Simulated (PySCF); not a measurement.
Cartesian coordinates (Å):
```xyz
5

Sc     0.0726    -0.0697     0.0191
Cl    -0.4971     1.8280    -1.1408
Cl     0.7147    -2.0035    -1.0385
O      0.0128    -0.0396     1.8371
H     -0.0130    -0.0381     2.7988
```
Charge 0, spin multiplicity 1.

Task: What charge on the central atom (meta-Löwdin), LUMO and HOMO–LUMO gap does TPSSh-D3(BJ)/def2-TZVP // r2SCAN-D4/def2-SVP run with PySCF give?

Result: 
| Item | Result |
|---|---|
| charge on the central atom (meta-Löwdin) | 1.29 e |
| LUMO | -3.00 eV |
| HOMO–LUMO gap | 5.08 eV |
